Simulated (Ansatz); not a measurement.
Consider the formal exchange of groups at the Si–C bond: `CNC(=O)[SiH2]Cl` + `CO[SiH3]` → `[SiH3]OC[SiH2]Cl` + `CNC=O`.

Program: Ansatz. Geometries: PBE0-D4/def2-TZVP. ΔE: electronic, gas phase. CCSD(T)/CBS is the MP2 limit (def2-TZVPP, def2-QZVPP) plus CCSD(T) − MP2 in def2-TZVPP, frozen cores. DFT in def2-TZVPP. B3LYP here is the variant with VWN-RPA as its local correlation; programs differ in this. Each species was taken in one conformer, which may not be the lowest.

`CNC(=O)[SiH2]Cl`:

Cartesian coordinates in Å:
```
C -0.904 -0.347 1.833
N -0.539 -0.307 0.438
C 0.532 0.365 -0.022
O 1.305 1.007 0.673
Si 0.941 0.365 -1.880
Cl -0.441 -0.754 -2.940
H -0.898 -1.372 2.211
H -0.169 0.238 2.384
H -1.895 0.084 1.992
H -1.102 -0.799 -0.236
H 0.895 1.756 -2.379
H 2.276 -0.238 -2.075
```

`CO[SiH3]`:

Z-matrix (Å, degrees):
```
C
O 1 1.408
H 1 1.091 2 108.3
H 1 1.096 2 111.5 3 119.2
H 1 1.096 2 111.5 3 -119.2
Si 2 1.642 1 122.4 3 -179.7
H 6 1.481 2 106.5 1 179.8
H 6 1.490 2 110.9 1 59.7
H 6 1.490 2 110.9 1 -60.1
```

`[SiH3]OC[SiH2]Cl`:

Cartesian coordinates in Å:
```
Si -1.270 1.821 0.189
O -0.006 0.808 -0.119
C -0.100 -0.589 0.121
Si 1.560 -1.330 -0.363
Cl 1.470 -3.362 -0.038
H -1.641 1.763 1.629
H -2.458 1.425 -0.617
H -0.815 3.180 -0.181
H -0.905 -1.044 -0.472
H -0.316 -0.802 1.176
H 1.836 -1.098 -1.799
H 2.645 -0.770 0.474
```

`CNC=O`:

Cartesian coordinates in Å:
```
C 0.823 0.548 -0.518
N -0.033 0.085 0.545
C -1.058 -0.770 0.342
O -1.379 -1.240 -0.725
H 0.783 1.636 -0.613
H 1.860 0.244 -0.354
H 0.467 0.100 -1.444
H 0.131 0.402 1.485
H -1.594 -1.005 1.281
```

```tsv
level	ΔE (kJ/mol)	difference from CCSD(T)/CBS
r2SCAN-D4	8.4	3.0
PBE0-D4	5.8	0.4
ωB97X-V	3.8	-1.6
ωB97M-V	3.7	-1.7
r2SCAN	8.1	2.7
PBE0	4.8	-0.6
B3LYP	5.1	-0.3
HF/def2-TZVPP	-4.8	-10.2
SCS-MP2/def2-TZVPP	3.4	-2.0
CCSD/def2-TZVPP	1.3	-4.1
CCSD(T)/def2-TZVPP	4.2	-1.2
HF/def2-QZVPP	-5.1	-10.5
SCS-MP2/def2-QZVPP	3.9	-1.5
HF/CBS(def2)	-5.1	-10.5
MP2/CBS(def2)	5.6	0.2
CCSD/CBS(def2)	2.5	-2.9
CCSD(T)/CBS	5.4	0
```

Largest T1 diagnostic among the species: 0.015.

From PBE to PBE0 (25 % exact exchange), in def2-TZVPP and without D4, ΔE moves by −4.4 kJ/mol. In def2-TZVPP, CCSD(T) changes the Hartree–Fock value by +9.0 kJ/mol (the triples alone add +2.9 kJ/mol) and MP2 by +9.3 kJ/mol.
